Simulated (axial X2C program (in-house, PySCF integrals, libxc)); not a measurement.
**Outer orbitals of InSi at 2.617 Å, LDA**

Computed with an in-house all-electron X2C program for linear molecules (integrals from PySCF). Spin-free means the one-electron spin-free X2C Hamiltonian; two-component (2c) means X2C with spin–orbit coupling and atomic mean-field two-electron Coulomb and Gaunt terms, so the difference of the two also holds small scalar two-electron terms. Basis: In dyall-cv3z [11s12p9d4f1g], Si dyall-v3z [8s7p2d1f] (cores contracted in-house); Gaussian nuclei, density fitting, unrestricted open shells. Masses: In 114.904 u, Si 27.977 u.

The distance is close to the 2c PBE0 minimum; the highest filled and lowest empty levels are listed.

Spin-free orbitals, state M_S = 3/2, Λ = 0 (beyond evenly filled blocks: σα, π+α, π-α) (Löwdin shares):

| symmetry | occupied | ε (eV) | atomic character |
| --- | --- | --- | --- |
| σα | yes | -19.00 | 99% In d |
| δ-α | yes | -18.97 | 100% In d |
| δ+α | yes | -18.97 | 100% In d |
| π-α | yes | -18.92 | 100% In d |
| π+α | yes | -18.92 | 100% In d |
| δ-β | yes | -18.89 | 100% In d |
| δ+β | yes | -18.89 | 100% In d |
| σβ | yes | -18.86 | 99% In d |
| π-β | yes | -18.81 | 100% In d |
| π+β | yes | -18.81 | 100% In d |
| σα | yes | -11.75 | 62% Si s, 22% In s, 9% In p |
| σβ | yes | -10.42 | 54% Si s, 32% In s, 7% In p |
| σα | yes | -8.51 | 55% In s, 19% Si p, 17% Si s |
| σβ | yes | -7.65 | 48% In s, 25% Si s, 15% Si p |
| σα | yes | -4.78 | 49% Si p, 37% In p, 10% In s |
| π-α | yes | -4.77 | 70% Si p, 25% In p, 4% In d |
| π+α | yes | -4.77 | 70% Si p, 25% In p, 4% In d |
| σβ | no | -3.67 | 49% Si p, 39% In p, 8% In s |
| π-β | no | -3.59 | 54% Si p, 42% In p, 2% In d |
| π+β | no | -3.59 | 54% Si p, 42% In p, 2% In d |
| π-α | no | -2.46 | 69% In p, 22% Si p, 5% Si d |
| π+α | no | -2.46 | 69% In p, 22% Si p, 5% Si d |

Spinors with spin–orbit coupling (state Ω = 3/2):

| ω | occupied | ε (eV) | atomic character | λ mixture |
| --- | --- | --- | --- | --- |
| -3/2 | yes | -19.42 | 100% In d | 85% δ, 15% π |
| 3/2 | yes | -19.39 | 100% In d | 79% δ, 21% π |
| -1/2 | yes | -19.38 | 100% In d | 64% π, 36% σ |
| 1/2 | yes | -19.38 | 99% In d | 51% σ, 49% π |
| 5/2 | yes | -18.64 | 100% In d | 100% δ |
| 1/2 | yes | -18.59 | 99% In d | 51% π, 49% σ |
| 3/2 | yes | -18.59 | 100% In d | 79% π, 21% δ |
| -5/2 | yes | -18.57 | 100% In d | 100% δ |
| -1/2 | yes | -18.56 | 99% In d | 64% σ, 36% π |
| -3/2 | yes | -18.51 | 100% In d | 85% π, 15% δ |
| 1/2 | yes | -11.75 | 62% Si s, 21% In s, 9% In p | 100% σ |
| -1/2 | yes | -10.43 | 54% Si s, 31% In s, 7% In p | 100% σ |
| 1/2 | yes | -8.51 | 55% In s, 19% Si p, 17% Si s | 100% σ |
| -1/2 | yes | -7.65 | 48% In s, 24% Si s, 15% Si p | 100% σ |
| -1/2 | yes | -4.81 | 69% Si p, 26% In p, 4% In d | 100% π |
| 1/2 | yes | -4.79 | 49% Si p, 37% In p, 10% In s | 100% σ, 0% π |
| 3/2 | yes | -4.74 | 72% Si p, 23% In p, 4% In d | 100% π |
| -1/2 | no | -3.68 | 49% Si p, 39% In p, 8% In s | 99% σ, 1% π |
| 1/2 | no | -3.64 | 52% Si p, 44% In p, 2% In d | 100% π |
| -3/2 | no | -3.54 | 57% Si p, 40% In p, 2% In d | 100% π |
| -1/2 | no | -2.53 | 67% In p, 24% Si p, 5% Si d | 99% π, 1% σ |

Task: How does the gap between the highest filled and lowest empty level change from the spin-free to the 2c table?

Result: From 1.10 to 1.06 eV at LDA, a change of -0.04 eV.

Mulliken charges and populations of the two-component result (they depend on the basis, above all on diffuse functions):

In 0.21 e (s 9.86 p 18.90 d 20.03 f 0.01), Si -0.21 e (s 5.92 p 8.25 d 0.03). ⟨Lz⟩ = 0.01 ħ and ⟨Sz⟩ = 1.49 ħ (0.44 and 1.05 on the two atoms), which add up to Ω.

The state is one determinant whose occupation by symmetry is held fixed; it was picked as the lowest of a PBE0 search that is not exhaustive. Density functionals use the spin component along the axis (collinear). Other states lie close and PBE0, whose exact exchange favours high spin, may order them wrongly; the determinant shown need not be the ground state. The nearest other spin-free determinant of the search, M_S = 1/2, Λ = 0, lies 0.32 eV up at the distance of the search. With several unpaired electrons one determinant need not be a pure state. This is the top spin component of a Σ state; components of lower Ω are not single determinants and can lie lower.
